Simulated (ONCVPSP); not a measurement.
# Before and after: ONCV potential for bismuth (Bi)

```json
{
  "Element": "bismuth",
  "Generator": "ONCVPSP 4.0.1",
  "Type": "optimised norm-conserving Vanderbilt (ONCV)",
  "Functional": "PBE",
  "Relativity": "scalar-relativistic",
  "Frozen core": "[Xe] 4f14 5d10",
  "Valence charge": "5",
  "Reference configuration": "6s2 6p3",
  "Partial waves": "6s: rc 1.75 bohr, ncon 5, nbas 10, qcut 3.3 1/bohr, 2 projectors, debl 1.8 Ha; 6p: rc 2.50 bohr, ncon 3, nbas 8, qcut 3.2 1/bohr, 3 projectors, debl 2.6 Ha",
  "Local potential": "polynomial inside 1.75 bohr (lpopt 5, dvloc0 6 Ha)",
  "Core correction": "Teter function, fcfact 1.5, rcfact 1.5"
}
```

Change: s: nproj 3.

Cutoffs: the cutoffs (Ha) at which the residual kinetic energy of the hardest occupied pseudo-wave falls to 1 and 0.1 mHa per electron; they do not see the model core or the augmentation charge, which bear on the density cutoff. Errors are all-electron minus pseudo energies relative to the spin-unpolarised reference configuration.

Question: Predict the effect on cutoff, ghosts and configuration errors.

Answer: The potential gets neither clearly harder nor softer (22 Ha and 90 Ha → 22 Ha and 90 Ha); a bound ghost appears in s, which as a rule spoils a file; the number of tests with a reliable result goes from 4 to 3; the errors of the 3 common tests hardly move; the range in which the s phases agree widens (upper end 3.3 → at the end of the scan).

```tsv
quantity	base	changed
cutoff, loose	22 Ha	22 Ha
cutoff, tight	90 Ha	90 Ha
bound ghosts	none	s
GHOST(+) flags under 300 eV	s at 106.6 eV	none
tests with a reliable result	4 of 4	3 of 4
error for 6s2 6p2, meV [ΔE 7.91 eV]	-19	-19
error for 6s2 6p1, meV [ΔE 23.16 eV]	-109	-109
error for 6s0 6p5, meV [ΔE 20.50 eV]	-3.2	-3.3
s: phases at 1.77 bohr within 0.05 rad from the reference energy up to (Ha; the scan ends near 5)	3.3	to the end of the scan
p: phases at 2.54 bohr within 0.05 rad from the reference energy up to (Ha; the scan ends near 5)	to the end of the scan	to the end of the scan
rms error of d²Exc/dni dnj with the model core, mHa	3.69	3.69
```

Base: The cutoffs count occupied waves only; projector 2 of the s channel, the hardest unoccupied one, needs 107 Ha at the loose tolerance. Changed file: The cutoffs count occupied waves only; projector 2 of the s channel, the hardest unoccupied one, needs 107 Ha at the loose tolerance. A true bound ghost makes a file unfit for plane-wave use even where its test errors are small: the radial tests pick states by their node count and pass the ghost by.
